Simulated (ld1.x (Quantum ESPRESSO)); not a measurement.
Al: TM pseudisation with LDA (PZ), scalar-relativistic reference atom.

ld1.x (Quantum ESPRESSO) 7.5 was run on this input:

```
&input
   title='Al', zed=13., rel=1, dft='PZ', iswitch=3,
   config='[Ne] 3s1 3p0 3d-2',
   nld=3, rlderiv=0.95, eminld=-11.0, emaxld=5.0, deld=0.04
 /
 &inputp
   pseudotype=2, tm=.true., lloc=-2, rcloc=0.45,
   nlcc=.false.,
   file_pseudopw='Al.UPF', file_wfcaegen='ae.wfc', file_wfcncgen='nc.wfc', file_beta='beta', file_chi='chi'
 /
3
2S  1  0   2.00   0.00  0.85  0.85  0.0
2P  2  1   6.00   0.00  0.50  0.50  0.0
3D  3  2  -2.00   0.10  0.65  0.65  0.0
 &test
   configts(1)='2s2 2p6 3s1 3p0'
 /
```

Command:

```bash
ld1.x < Al.in > Al.out
```

Output (shortened: banner, matrices, multipoles, cross overlaps and the repeated all-electron block are left out):

```
Program LD1 v.7.5
     --------------------------- All-electron run ----------------------------

     Al
     scalar relativistic calculation

     atomic number is 13.00
     dft =PZ   lsd =0 sic =0 latt =0  beta=0.20 tr2=1.0E-14
     Exchange-correlation= PZ
                           (   1   1   0   0   0   0   0)
     mesh =1135 r(mesh) = 100.48924 a.u. xmin = -7.00 dx = 0.01250
     1 Ry =  13.60569312 eV, c = 137.03599908

     n l     nl                  e(Ry)          e(Ha)          e(eV)
     1 0     1S 1( 2.00)      -112.1214       -56.0607     -1525.4893
     2 0     2S 1( 2.00)        -9.4185        -4.7092      -128.1447
     2 1     2P 1( 6.00)        -6.6421        -3.3210       -90.3698
     3 0     3S 1( 1.00)        -1.7592        -0.8796       -23.9358
     3 1     3P 1( 0.00)        -1.2783        -0.6392       -17.3928

     final scf error:  6.5E-15 reached in  28 iterations

     Etot =    -481.673544 Ry,    -240.836772 Ha,   -6553.502421 eV

     Ekin =     482.113683 Ry,     241.056842 Ha,    6559.490822 eV
     Encl =   -1137.684310 Ry,    -568.842155 Ha,  -15478.983587 eV
     Eh   =     207.920149 Ry,     103.960074 Ha,    2828.897735 eV
     Exc  =     -34.023066 Ry,     -17.011533 Ha,    -462.907392 eV

     normalization and overlap integrals

     s(1S/1S) =  1.000000  <r> =   0.1206  <r2> =    0.0196  r(max) =   0.0789
     s(2S/2S) =  1.000000  <r> =   0.6276  <r2> =    0.4722  r(max) =   0.4954
     s(2P/2P) =  1.000000  <r> =   0.6016  <r2> =    0.4597  r(max) =   0.4264
     s(3S/3S) =  1.000000  <r> =   2.1957  <r2> =    5.5222  r(max) =   1.9109
     s(3P/3P) =  1.000000  <r> =   2.5347  <r2> =    7.4196  r(max) =   2.1925

     ------------------------ End of All-electron run ------------------------

     --------------------- Generating NC pseudopotential ---------------------

      Generating local potential from pseudized AE potential:
      Matching radius rcloc =   0.4500
      Enforcing V''(0)=0 (lloc=-2)

      Local pseudo, rcloc= 0.454 Estimated cut-off energy=   144.54 Ry

      Wfc   2S  rcut= 0.848  Using Troullier-Martins method

      Wfc   2P  rcut= 0.502  Using Troullier-Martins method

      Wfc   3D  rcut= 0.644  Using Troullier-Martins method

     ------------------- End of pseudopotential generation -------------------

     Computing logarithmic derivative in   0.95487
     Computing logarithmic derivative in   0.95487
     Computing the partial wave expansion
     R is outside the sphere for l=    0 j= 0.00
     R is outside the sphere for l=    1 j= 0.00
     R is outside the sphere for l=    2 j= 0.00

     ---------------------- Testing the pseudopotential ----------------------

     Al
     scalar relativistic calculation

     atomic number is 13.00   valence charge is 11.00
     dft =PZ   lsd =0 sic =0 latt =0  beta=0.20 tr2=1.0E-14
     mesh =1135 r(mesh) = 100.48924 xmin = -7.00 dx = 0.01250

     n l     nl             e AE (Ry)        e PS (Ry)    De AE-PS (Ry)
     1 0     2S   1( 2.00)       -9.41847       -9.41851        0.00005
     2 1     2P   1( 6.00)       -6.64206       -6.64229        0.00023
     2 0     3S   1( 1.00)       -1.75925       -1.76836        0.00911  !
     3 1     3P   1( 0.00)       -1.27835       -1.27777       -0.00058

     eps = 9.6E-17  iter = 10

     Etot =    -481.673544 Ry,    -240.836772 Ha,   -6553.502421 eV
     Etotps =  -160.596270 Ry,     -80.298135 Ha,   -2185.023566 eV

     Ekin =     126.956917 Ry,      63.478458 Ha,    1727.336852 eV
     Encl =    -355.076081 Ry,    -177.538040 Ha,   -4831.056193 eV
     Ehrt =     105.924399 Ry,      52.962199 Ha,    1441.174866 eV
     Ecxc =     -18.229295 Ry,      -9.114648 Ha,    -248.022195 eV
     Epseu=     -20.172210 Ry,     -10.086105 Ha,    -274.456897 eV

     ---------------------- End of pseudopotential test ----------------------
```

Generation and configuration tests took about 1.4 s on one core of a shared server CPU.

Transferability test of the new file with ld1.x, input:

```
&input
   title='Al', zed=13., rel=1, dft='PZ', iswitch=2,
   config='[Ne] 3s1 3p0 3d-2'
 /
 &test
   file_pseudo='Al.UPF', nconf=10,
   configts(1)='2s2 2p6 3s1 3p0',
   configts(2)='2s2 2p6 3s2 3p1',
   configts(3)='2s2 2p6 3s2 3p0',
   configts(4)='2s2 2p6 3s0 3p0',
   configts(5)='2s2 2p6 3s2 3p0.5',
   configts(6)='2s2 2p5 3s2 3p1',
   configts(7)='2s2 2p6 3s0 3p3',
   configts(8)='2s1 2p6 3s2 3p1',
   configts(9)='2s2 2p6 3s1 3p0', lsdts(9)=1,
   configts(10)='2s2 2p6 3s2 3p1', lsdts(10)=1
 /
```

```bash
ld1.x < Al.test.in > Al.test.out
```

Pseudopotential blocks of its output, shortened (energy terms left out):

```
     ---------------------- Testing the pseudopotential ----------------------

     n l     nl             e AE (Ry)        e PS (Ry)    De AE-PS (Ry)
     1 0     2S   1( 2.00)       -9.41847       -9.41851        0.00005
     2 1     2P   1( 6.00)       -6.64206       -6.64229        0.00023
     2 0     3S   1( 1.00)       -1.75925       -1.76836        0.00911  !
     3 1     3P   1( 0.00)       -1.27835       -1.27777       -0.00058

     eps = 9.3E-17  iter = 10

     Etot =    -481.673544 Ry,    -240.836772 Ha,   -6553.502421 eV
     Etotps =  -160.596270 Ry,     -80.298135 Ha,   -2185.023566 eV

     ---------------------- End of pseudopotential test ----------------------

          ---------------------- Testing the pseudopotential ----------------------

     n l     nl             e AE (Ry)        e PS (Ry)    De AE-PS (Ry)
     1 0     2S   1( 2.00)       -7.90076       -7.89670       -0.00407
     2 1     2P   1( 6.00)       -5.12370       -5.12003       -0.00367
     2 0     3S   1( 2.00)       -0.57591       -0.58100        0.00509  !
     3 1     3P   1( 1.00)       -0.20498       -0.20456       -0.00041

     eps = 1.4E-15  iter = 21

     Etot =    -483.527466 Ry,    -241.763733 Ha,   -6578.726321 eV
     Etotps =  -162.456539 Ry,     -81.228269 Ha,   -2210.333812 eV
     dEtot_ae =      -1.853922 Ry
     dEtot_ps =      -1.860269 Ry,   Delta E=       0.006346 Ry

     ---------------------- End of pseudopotential test ----------------------

          ---------------------- Testing the pseudopotential ----------------------

     n l     nl             e AE (Ry)        e PS (Ry)    De AE-PS (Ry)
     1 0     2S   1( 2.00)       -8.51576       -8.51001       -0.00575  !
     2 1     2P   1( 6.00)       -5.73950       -5.73364       -0.00586  !
     2 0     3S   1( 2.00)       -1.09686       -1.10231        0.00545  !
     3 1     3P   1( 0.00)       -0.67303       -0.67159       -0.00144

     eps = 4.2E-16  iter = 12

     Etot =    -483.097743 Ry,    -241.548871 Ha,   -6572.879633 eV
     Etotps =  -162.027678 Ry,     -81.013839 Ha,   -2204.498869 eV
     dEtot_ae =      -1.424199 Ry
     dEtot_ps =      -1.431408 Ry,   Delta E=       0.007210 Ry

     ---------------------- End of pseudopotential test ----------------------

          ---------------------- Testing the pseudopotential ----------------------

     n l     nl             e AE (Ry)        e PS (Ry)    De AE-PS (Ry)
     1 0     2S   1( 2.00)      -10.43674      -10.44552        0.00878  !
     2 1     2P   1( 6.00)       -7.65948       -7.66901        0.00953  !
     2 0     3S   1( 0.00)       -2.36529       -2.38108        0.01579  !
     3 1     3P   1( 0.00)       -1.82391       -1.82555        0.00165

     eps = 8.4E-15  iter =  6

     Etot =    -479.583633 Ry,    -239.791817 Ha,   -6525.067739 eV
     Etotps =  -158.494541 Ry,     -79.247270 Ha,   -2156.428081 eV
     dEtot_ae =       2.089911 Ry
     dEtot_ps =       2.101729 Ry,   Delta E=      -0.011819 Ry

     ---------------------- End of pseudopotential test ----------------------

          ---------------------- Testing the pseudopotential ----------------------

     n l     nl             e AE (Ry)        e PS (Ry)    De AE-PS (Ry)
     1 0     2S   1( 2.00)       -8.18362       -8.17881       -0.00481
     2 1     2P   1( 6.00)       -5.40687       -5.40225       -0.00462
     2 0     3S   1( 2.00)       -0.82198       -0.82721        0.00523  !
     3 1     3P   1( 0.50)       -0.42514       -0.42428       -0.00086

     eps = 2.6E-15  iter = 17

     Etot =    -483.371280 Ry,    -241.685640 Ha,   -6576.601294 eV
     Etotps =  -162.300662 Ry,     -81.150331 Ha,   -2208.212994 eV
     dEtot_ae =      -1.697736 Ry
     dEtot_ps =      -1.704392 Ry,   Delta E=       0.006656 Ry

     ---------------------- End of pseudopotential test ----------------------

          ---------------------- Testing the pseudopotential ----------------------

     n l     nl             e AE (Ry)        e PS (Ry)    De AE-PS (Ry)
     1 0     2S   1( 2.00)       -9.83537       -9.82981       -0.00556  !
     2 1     2P   1( 5.00)       -7.11596       -7.09553       -0.02044  !
     2 0     3S   1( 2.00)       -1.34355       -1.35506        0.01151  !
     3 1     3P   1( 1.00)       -0.85447       -0.85107       -0.00340

     eps = 7.7E-15  iter = 17

     Etot =    -477.436094 Ry,    -238.718047 Ha,   -6495.848984 eV
     Etotps =  -156.375586 Ry,     -78.187793 Ha,   -2127.598239 eV
     dEtot_ae =       4.237449 Ry
     dEtot_ps =       4.220684 Ry,   Delta E=       0.016766 Ry

     ---------------------- End of pseudopotential test ----------------------

          ---------------------- Testing the pseudopotential ----------------------

     n l     nl             e AE (Ry)        e PS (Ry)    De AE-PS (Ry)
     1 0     2S   1( 2.00)       -8.15122       -8.15840        0.00718  !
     2 1     2P   1( 6.00)       -5.37181       -5.38113        0.00932  !
     2 0     3S   1( 0.00)       -0.68961       -0.69822        0.00861  !
     3 1     3P   1( 3.00)       -0.28998       -0.29123        0.00125

     eps = 5.4E-15  iter = 12

     Etot =    -482.755335 Ry,    -241.377667 Ha,   -6568.220939 eV
     Etotps =  -161.671467 Ry,     -80.835734 Ha,   -2199.652367 eV
     dEtot_ae =      -1.081791 Ry
     dEtot_ps =      -1.075197 Ry,   Delta E=      -0.006594 Ry

     ---------------------- End of pseudopotential test ----------------------

          ---------------------- Testing the pseudopotential ----------------------

     n l     nl             e AE (Ry)        e PS (Ry)    De AE-PS (Ry)
     1 0     2S   1( 1.00)       -9.78889       -9.78548       -0.00341
     2 1     2P   1( 6.00)       -7.04575       -7.04279       -0.00296
     2 0     3S   1( 2.00)       -1.34273       -1.35367        0.01094  !
     3 1     3P   1( 1.00)       -0.85245       -0.85002       -0.00242

     eps = 6.4E-15  iter = 16

     Etot =    -474.704605 Ry,    -237.352302 Ha,   -6458.685175 eV
     Etotps =  -153.637071 Ry,     -76.818536 Ha,   -2090.338844 eV
     dEtot_ae =       6.968939 Ry
     dEtot_ps =       6.959199 Ry,   Delta E=       0.009740 Ry

     ---------------------- End of pseudopotential test ----------------------

          ---------------------- Testing the pseudopotential ----------------------

     n l     nl             e AE (Ry)        e PS (Ry)    De AE-PS (Ry)
     1 0     2S   1( 1.00)       -9.42022       -9.42075        0.00053
     2 1     2P   1( 3.00)       -6.64425       -6.64569        0.00144
     2 0     3S   1( 1.00)       -1.80641       -1.81557        0.00916  !
     3 1     3P   1( 0.00)       -1.32028       -1.31975       -0.00053
     1 0     2S   2( 1.00)       -9.40521       -9.40480       -0.00040
     2 1     2P   2( 3.00)       -6.62783       -6.62692       -0.00091
     2 0     3S   2( 0.00)       -1.65388       -1.66344        0.00956  !
     3 1     3P   2( 0.00)       -1.17855       -1.17823       -0.00032

     eps = 4.6E-15  iter = 12

     Etot =    -481.704947 Ry,    -240.852474 Ha,   -6553.929691 eV
     Etotps =  -160.627663 Ry,     -80.313831 Ha,   -2185.450687 eV
     dEtot_ae =      -0.031404 Ry
     dEtot_ps =      -0.031393 Ry,   Delta E=      -0.000011 Ry

     ---------------------- End of pseudopotential test ----------------------

          ---------------------- Testing the pseudopotential ----------------------

     n l     nl             e AE (Ry)        e PS (Ry)    De AE-PS (Ry)
     1 0     2S   1( 1.00)       -7.89780       -7.89403       -0.00376
     2 1     2P   1( 3.00)       -5.12137       -5.11792       -0.00345
     2 0     3S   1( 1.00)       -0.59287       -0.59787        0.00500  !
     3 1     3P   1( 1.00)       -0.22059       -0.22017       -0.00042
     1 0     2S   2( 1.00)       -7.89300       -7.88860       -0.00439
     2 1     2P   2( 3.00)       -5.11523       -5.11135       -0.00389
     2 0     3S   2( 1.00)       -0.54881       -0.55394        0.00513  !
     3 1     3P   2( 0.00)       -0.18010       -0.17962       -0.00047

     eps = 5.5E-15  iter = 23

     Etot =    -483.537442 Ry,    -241.768721 Ha,   -6578.862050 eV
     Etotps =  -162.466525 Ry,     -81.233263 Ha,   -2210.469684 eV
     dEtot_ae =      -1.863898 Ry
     dEtot_ps =      -1.870255 Ry,   Delta E=       0.006357 Ry

     ---------------------- End of pseudopotential test ----------------------
```
